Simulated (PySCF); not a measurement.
**[Sm(NH2)3]−: from a saddle point downhill**

PySCF 2.14.0, RKS PBE0, Sm lcecp-0-SVP with ECP52, N def2-SVP, H def2-SVP; non-relativistic Hamiltonian with scalar-relativistic core potentials where named; density fitting; no spin-orbit coupling. Relaxed within the symmetry of its start, the geometry (D3h) is

```xyz
10

Sm    0.0000    0.0000    0.0000
N     2.4675    0.0000    0.0000
H     3.1100    0.0000    0.7990
H     3.1100    0.0000   -0.7990
N    -1.2337    2.1369    0.0000
H    -1.5550    2.6934    0.7990
H    -1.5550    2.6934   -0.7990
N    -1.2337   -2.1369    0.0000
H    -1.5550   -2.6934    0.7990
H    -1.5550   -2.6934   -0.7990
```

and its lowest harmonic modes are -319, -319, -288, 54, 92, 92 cm⁻¹ (negative: unstable). It was moved along the lowest mode and relaxed again, within the group C2 that the move left.

(1) Where does it end, and how much lower?

(2) How do the contacts change?

(3) Is the end a minimum?

An lcecp potential fixes the number of 4f electrons, so in runs with it no electron can move into or out of that shell.

State: singlet in the valence, with the 4f electrons in the core potential.

Results:

(1) In C2, 0.402 eV lower, after 36 steps:
```xyz
10

Sm   -0.0051   -0.0088    0.0000
N     2.4304    0.0093    0.2019
H     3.0758   -0.7802    0.3093
H     3.0537    0.8225    0.2404
N    -1.2070    2.1098   -0.1996
H    -0.8144    3.0562   -0.2362
H    -2.2133    2.2740   -0.3077
N    -1.2274   -2.1259   -0.0023
H    -0.8535   -3.0784   -0.0633
H    -2.2393   -2.2785    0.0576
```

(2) 
```tsv
contact	saddle (Å)	end (Å)
Sm1–N2 (NH2)	2.467	2.444
Sm1–N5 (NH2)	2.467	2.444
Sm1–N8 (NH2)	2.467	2.445
```


(3) Yes; lowest modes 33, 68, 71, 125, 138, 171 cm⁻¹.
